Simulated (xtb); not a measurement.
Mg(OH)(OMe) (CH4MgO2), SMILES [O]([Mg][OH])C. All values are semi-empirical tight-binding results from xtb (GFN2-xTB unless named), good for trends rather than for accurate numbers. Coordinates come from a GFN2-xTB optimisation. The values are those of a single conformer.

For metal compounds this method's bond lengths and energies can be far off.

Task: Estimate the properties. (The exact figures need the calculation; the answer reports its results.)

Result: 
```json
{
  "orbital_gap": "2.09 eV",
  "zero_point_energy": "32.0 kcal/mol",
  "G − E(el) at 298.15 K (modified RRHO)": "12.8 kcal/mol"
}
```
